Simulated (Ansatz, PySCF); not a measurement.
Dissociation curve of CB (cation, charge +1), lowest triplet found (which spin is the ground state isn't settled by this scan).

Computed with: UKS-B3LYP/6-31G* = unrestricted B3LYP/6-31G*, spherical d run with PySCF; UKS-PBE = unrestricted PBE/aug-cc-pVDZ (Ansatz, a quantum-chemistry and plane-wave program); UKS-B3LYP/3-21G = unrestricted B3LYP/3-21G (PySCF).

Total energies in hartree (comparable only within one method and basis):

```
R / Å  UKS-B3LYP/6-31G*    UKS-PBE  UKS-B3LYP/3-21G
-----  ----------------  ---------  ---------------
1.16          -62.14960  -62.06630        -61.78477
1.25          -62.21689  -62.13484        -61.85428
1.32          -62.24629  -62.16597        -61.88535
1.39          -62.26198  -62.18320        -61.90258
1.47          -62.26842  -62.19115        -61.91062
1.53          -62.26838  -62.19150        -61.91153
1.58          -62.26710  -62.18927        -61.91090
1.62          -62.26556  -62.18631        -61.90990
1.67          -62.26327  -62.18159        -61.90838
1.71          -62.26137  -62.17725        -61.90722
```

The scan ran from 1.16 to 5.49 Å; beyond the distances shown full CI changes its symmetry label. The unrestricted determinant behind UKS-B3LYP/6-31G* is spin-contaminated at 1.16 to 1.71 Å (<S²> up to 2.7, against 2.00 for a pure triplet). The unrestricted determinant behind UKS-PBE, UKS-B3LYP/3-21G is spin-contaminated at 1.16 to 1.71 Å (<S²> up to 2.8, against 2.00 for a pure triplet).
